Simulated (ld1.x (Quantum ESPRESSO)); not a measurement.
## chromium (Cr): one change to an ultrasoft potential, before and after

chromium (Cr), ultrasoft, made with ld1.x (Quantum ESPRESSO) 7.5 (PBEsol, scalar-relativistic). Core [Ne], reference 3s2 3p6 3d4 4s2 4p0. Waves: 3s (bound): rcut 1.20, rcutus 1.35 bohr; 4s (bound): rcut 1.20, rcutus 1.35 bohr; 3p (bound): rcut 1.40, rcutus 1.50 bohr; 4p (bound, empty): rcut 1.40, rcutus 1.50 bohr; 3d (bound): rcut 1.20, rcutus 1.45 bohr; 3d channel at 0.55 Ry: rcut 1.20, rcutus 1.45 bohr; 4f channel at 0.2 Ry: rcut 1.50, rcutus 1.60 bohr; 4f channel at 1.1 Ry: rcut 1.50, rcutus 1.60 bohr. Local part: all-electron potential smoothed inside 1.55 bohr (lloc = -2). Core correction: a·sin(br)/r model core, default radius (core density twice the valence density). Augmentation charge: PSQ, inside the norm-conserving radii.

Change: waves 3d (bound): rcut 1.20, rcutus 2.20 bohr; 3d channel at 0.55 Ry: rcut 1.20, rcutus 2.20 bohr.

Cutoffs: the cutoffs (Ry, on a coarse ladder) from which the occupation-weighted sum of valence levels, in a spherical-Bessel basis at the reference potential, stays within 10 and 1 mRy of its value at 400 Ry; they do not see the model core or the augmentation charge, which bear on the density cutoff. Errors are all-electron minus pseudo energies relative to the spin-unpolarised reference configuration.

Q: What does the change do?

A: The potential gets softer (50 Ry and 90 Ry → 40 Ry and 70 Ry); the number of tests with a reliable result goes from 7 to 0 (the test run of the changed file stopped, so its transferability is not established); neither file shows a bound ghost. A larger radius leaves more room for a smooth pseudo-wave, so fewer plane waves are needed.

| quantity | base | changed |
| --- | --- | --- |
| cutoff, loose | 50 Ry | 40 Ry |
| cutoff, tight | 90 Ry | 70 Ry |
| loose cutoff by channel (10 mRy a level) | s 25 Ry, p 30 Ry, d 45 Ry | s 25 Ry, p 30 Ry, d 15 Ry |
| bound ghosts | none | none |
| tests with a reliable result | 7 of 7 | 0 of 7 (the test run stopped) |
| lowest overlap eigenvalue by channel | s 0.15, p 0.15, d 0.95, f 0.97 | s 0.15, p 0.15, d 0.19, f 0.97 |
